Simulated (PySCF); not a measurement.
Cl3Sb, SMILES [Cl][Sb-]([Cl])[Cl], charge -1, multiplicity 2. Atoms are numbered in the order given.

```xyz
4

Sb     0.0000     0.0000    -0.3040
Cl     0.0000     0.0000     2.1759
Cl     0.0000    -2.6231    -0.6320
Cl     0.0000     2.6231    -0.6320
```
Charge -1, spin multiplicity 2.

Geometry optimised at PBE-D3(BJ)/def2-SVPD. The def2 effective core potentials stand for the cores of Sb; spin–orbit coupling is left out.

Level of theory: r2SCAN/def2-TZVPD (PySCF).

Mulliken values depend strongly on the basis, most of all with diffuse functions as here. ESP charges are fitted to the potential on shells at 1.4 to 2.0 van der Waals radii. Atomic charges (e):

```tsv
atom	Mulliken	ESP fit	Mulliken spin
Sb1	0.60	0.38	0.98
Cl2	-0.42	-0.32	0.01
Cl3	-0.59	-0.53	0.00
Cl4	-0.59	-0.53	0.00
```
